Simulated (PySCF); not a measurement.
C3H9NSi, SMILES NC/C=C/[SiH3].

Geometry: B3LYP-D3(BJ)/def2-SVP. The structure was generated by enumeration; whether it is a known compound was not checked. One conformer was computed; it need not be the lowest.

Computed with SMD-ωB97X/6-31G* run with PySCF.

Solvation free energies are E(SMD) − E(gas) at the gas-phase geometry, for 1 M in both phases. In vacuum the dipole moment is 0.63 D.

**Question.** Estimate the solvation free energies in water, benzene, methanol. (Estimate from the structure and the level; the computed values follow.)

**Answer.** 
```tsv
solvent	ΔG(solv) (kcal/mol)	its non-electrostatic (CDS) part	dipole (D)
water	-3.1	2.8	0.81
benzene	-3.0	-0.5	0.69
methanol	-5.6	0.1	0.80
```
